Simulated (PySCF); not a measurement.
Computed with PBE-D3(BJ)/def2-TZVP // PBE-D3(BJ)/def2-SVP (PySCF 2.14.0). All species are isolated molecules in the gas phase. Delta-SCF ions had no search for a lower state. 

Reference species (SMILES): `o1ccc2occc21` (neutral, multiplicity 1).

| Quantity | Value |
|---|---|
| HOMO | -5.08 eV |
| adiabatic ionisation energy (no zero-point term) | 7.81 eV |
| vertical ionisation energy (Delta-SCF) | 7.91 eV |

Changed species: `c1cc(c2=c1c(cc2)=O)=O` (E = C(=O); the reference has E = O).

Question: Give the shifts of the HOMO, adiabatic ionisation energy (no zero-point term) and vertical ionisation energy (Delta-SCF).

Answer: the HOMO falls by 0.72 eV, to -5.80 eV; the adiabatic ionisation energy (no zero-point term) rises by 0.53 eV, to 8.34 eV; the vertical ionisation energy (Delta-SCF) increases by 0.55 eV, to 8.46 eV.
